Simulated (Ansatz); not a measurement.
Gas-phase electronic energies from Ansatz, PBE0-D4/def2-TZVP geometries. CBS: MP2 limit from def2 TZ/QZ plus the TZ coupled-cluster correction, frozen cores. This one scheme is used for every species. DFT in def2-TZVPP. One conformer a species, not always the lowest.

`C=CCC=C` + `CC(C)N[SiH3]` → `C=CCN([SiH3])C(C)C` + `C=C`  (substitution at a C–C bond)

CCSD(T)/CBS gives +43.5 kJ/mol.

Task: Another level gave +45.9 kJ/mol. Which?
A. HF/def2-TZVPP
B. BLYP-D4/def2-TZVPP
C. CAM-B3LYP/def2-TZVPP
D. r2SCAN-D4/def2-TZVPP

Result: D. r2SCAN-D4 45.9, HF/def2-TZVPP 55.9, BLYP-D4 37.5, CAM-B3LYP 50.9 kJ/mol.

Largest T1 diagnostic among the species: 0.011.

The D4 term adds −13.2 kJ/mol with B3LYP and −8.2 kJ/mol with PBE0; it sums over pairs of atoms, weighted by their polarisabilities, and B3LYP, whose exchange is more repulsive, gets the larger term. In def2-TZVPP, CCSD(T) changes the Hartree–Fock value by −15.1 kJ/mol (the triples alone add −2.8 kJ/mol) and MP2 by −13.0 kJ/mol. Leaving LDA and LC-ωPBE aside and taking each functional with its dispersion term where it has one, the values, not all of them listed here, spread over 11.4 kJ/mol, from BLYP-D4 to B2PLYP. LDA lies −7.2 kJ/mol from PBE without D4.

CCSD(T)/CBS has its own doubt, a few kJ/mol and more with outer-core shells, so smaller differences from it don't rank the levels.

B3LYP here is the variant with VWN-RPA as its local correlation; programs differ in this.
